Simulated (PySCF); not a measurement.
Compound: C7H7ClSe.
Numbering: `[CH3:1][Se:2][c:3]1[cH:4][cH:5][c:6]([Cl:7])[cH:8][cH:9]1` (hydrogens: H10, H11, H12 on C1; H13 on C4; H14 on C5; H15 on C8; H16 on C9)

Computed with PBE0-D3(BJ)/def2-SVP geometry optimisation, gas phase (PySCF).

**Question.** What internal coordinates does the optimisation give?

**Answer.** 
```tsv
bond	length (bohr)
C1–Se2	3.655
Se2–C3	3.593
C3–C4, C3–C9	2.646
C4–C5, C8–C9	2.630
C5–C6, C6–C8	2.633
C6–Cl7	3.274
C1–H10, C1–H11, C1–H12	2.076
C4–H13, C9–H16	2.064
C5–H14, C8–H15	2.062
```

Bonds in one row agree within 0.02 bohr and their mean is given. A selection of angles:
```tsv
angle	degrees
C1–Se2–C3	100.3
Se2–C3–C4	124.0
Se2–C3–C9	117.1
C4–C3–C9	118.9
C3–C4–C5	120.6
C4–C5–C6	119.8
C5–C6–Cl7	119.8
C5–C6–C8	120.3
```

Torsions: C1–Se2–C3–C4 3° (synperiplanar). The mirror-image conformer, all signs reversed, is as good.

The C–Se distances run from 1.901 Å (Se2–C3, drawn single) to 1.934 Å (C1–Se2, drawn single), a spread of 0.033 Å. The 6-membered ring C3–C4–C5–C6–C8–C9 has internal angles of 118.9° to 120.8°; it is planar, 0.00 Å rms from its mean plane, widest ring torsion 0°. Of the pairs four or more bonds apart, C1···H13 is among the closest relative to their van der Waals radii: 2.58 Å, 89 % of the sum of Bondi's values.

Point group: near Cs, missed by 0.12 Å at most; the miss may be what the optimiser left on a soft mode. Whether it is a minimum is left open (no frequencies). The numbers are those of one conformer.
